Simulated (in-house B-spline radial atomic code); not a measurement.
A fraction x of an electron is moved 5p → 5f in the gadolinium ion Gd⁵⁺, starting from [Kr] 4d10 4f6 5s2 5p5 and keeping the highest spin. Method: scalar-relativistic (X2C) LC-wPBE, spin-polarised, spherical fractional occupations, Fermi nucleus of rms radius 5.1569 fm. Calculated with a radial B-spline atomic code at the basis-set limit.

Caution: exact exchange at fractional occupations of open shells leaves self-interaction of up to several eV.

| x | E(x) - E(0) (eV) | 5p down level (eV) | 5f up level (eV) |
| --- | --- | --- | --- |
| 0 | 0.0000 | -81.645 | - |
| 0.125 | 7.4084 | -81.860 | -22.683 |
| 0.25 | 14.7948 | -82.051 | -23.049 |
| 0.375 | 22.1583 | -82.220 | -23.411 |
| 0.5 | ? | ? | ? |
| 0.625 | 36.8021 | -82.496 | -24.180 |
| 0.75 | ? | ? | ? |
| 0.875 | 51.3052 | -82.692 | -25.002 |
| 1 | 58.4950 | -82.762 | -25.417 |

What belongs in the row x = 0.5?

An energy change of 29.4956 eV; 5p down at -82.368 eV, 5f up at -23.786 eV.

What belongs in the row x = 0.75?

An energy change of 44.0733 eV; 5p down at -82.604 eV, 5f up at -24.588 eV.

Check Janak's theorem between x = 0.125 and 0.25.

The slope of the energy is 59.09 eV; the orbital levels give 59.09 eV (ε of the receiving orbital less ε of the emptying one, averaged over the two points).
